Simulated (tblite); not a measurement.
A tight-binding relaxation on `CSC(F)(F)[SiH](C)C`.

Computed with GFN2-xTB geometry optimisation, gas phase (tblite 0.8.0). Start geometry: from a force field or distance geometry. The command runs a driver script over a list of jobs; the input below is this job's line of settings and its coordinates in Å.

Command:
```bash
OMP_NUM_THREADS=1 python probes_run.py task.json out
```

Input:
```
{"job": {"kind": "relax", "xc": "GFN2-xTB", "basis": "xTB"}, "charge": 0, "multiplicity": 1}
C      3.275300     0.393100     0.590900
S      1.775300     1.185500    -0.077400
C      0.731900    -0.282700    -0.095600
F      1.298400    -1.239600    -0.869200
F      0.614700    -0.797500     1.162200
Si    -0.963400     0.114800    -0.755700
C     -1.881200     1.298100     0.360600
C     -1.958700    -1.444700    -0.949400
H      3.075800    -0.033800     1.580100
H      4.050300     1.146300     0.696100
H      3.618000    -0.388100    -0.086200
H     -0.891200     0.746300    -2.101600
H     -1.979600     0.883400     1.383300
H     -2.884900     1.481600    -0.022600
H     -1.367600     2.264700     0.437800
H     -2.090900    -1.956100     0.019800
H     -2.957800    -1.219400    -1.347300
H     -1.473000    -2.145700    -1.644000
```

Q: Estimate the output.

A: 
```
step      E/eV     max force
  0    -763.97514    2.325
  1    -764.08303    1.107
  2    -764.12645    0.501
  3    -764.14451    0.449
  4    -764.16200    0.327
  5    -764.17078    0.299
  6    -764.17859    0.187
  7    -764.18414    0.173
  8    -764.18919    0.213
  9    -764.19277    0.213
... (51 lines left out)
 61    -764.20713    0.019
 62    -764.20715    0.014
 63    -764.20718    0.014
 64    -764.20722    0.021
 65    -764.20731    0.039
 66    -764.20747    0.060
 67    -764.20769    0.061
 68    -764.20783    0.033
 69    -764.20788    0.012
 70    -764.20790    0.009
```

«max force» is the largest atomic force in eV/Å.

Q: From which step on does the largest force stay under 0.1 eV/Å, and how much energy is left to gain from there?

A: From step 12 (0.091 eV/Å), 9.9 meV above the end.

Main results: energy lowered by 5.4 kcal/mol over 70 steps; largest atomic force 0.009 eV/Å at the end.

The run took 0.97 s of wall time on AMD EPYC 7R43, one thread, on a shared host.
Labels such as C1 count atoms from 1, the log's own numbers from 0.
